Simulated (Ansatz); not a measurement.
One change: `[F][In]([F])[SiH3]` becomes `[NH2][In]([F])[F]`.

Ansatz, PBE0-D4/def2-TZVP geometries, multiplicity 1. Each molecule was computed in one conformer, which needn't be the lowest.

Elements past krypton have def2 core potentials.

| property | `[F][In]([F])[SiH3]` |
| --- | --- |
| size of the dipole moment (B3LYP/def2-TZVPP) / D | 4.94 |
| LUMO energy (ωB97M-V/def2-TZVPP) / eV | -0.36 |
| HOMO energy (ωB97M-V/def2-TZVPP) / eV | -10.97 |
| HOMO–LUMO gap (PBE/def2-TZVPP) / eV | 4.93 |
| HOMO energy (PBE/def2-TZVPP) / eV | -7.58 |
| HOMO–LUMO gap (PBE0/def2-TZVPP) / eV | 6.93 |

Problem. Give the same properties after the change, and the shifts. (Best estimate.)

Solution. The calculation gave: 
| property | `[NH2][In]([F])[F]` | shift |
| --- | --- | --- |
| size of the dipole moment (B3LYP/def2-TZVPP) / D | 3.87 | -1.07 |
| LUMO energy (ωB97M-V/def2-TZVPP) / eV | -0.34 | 0.02 |
| HOMO energy (ωB97M-V/def2-TZVPP) / eV | -10.77 | 0.20 |
| HOMO–LUMO gap (PBE/def2-TZVPP) / eV | 3.80 | -1.13 |
| HOMO energy (PBE/def2-TZVPP) / eV | -6.98 | 0.60 |
| HOMO–LUMO gap (PBE0/def2-TZVPP) / eV | 6.16 | -0.77 |

With PBE0 the HOMO rises by 0.49 eV and the LUMO falls by 0.29 eV, so the gap narrows by about 0.78 eV. PBE moves the HOMO by 0.60 eV and ωB97M-V by 0.20 eV. Dipoles are sizes alone; their direction can turn.

B3LYP here is the variant with VWN-RPA as its local correlation; programs differ in this.
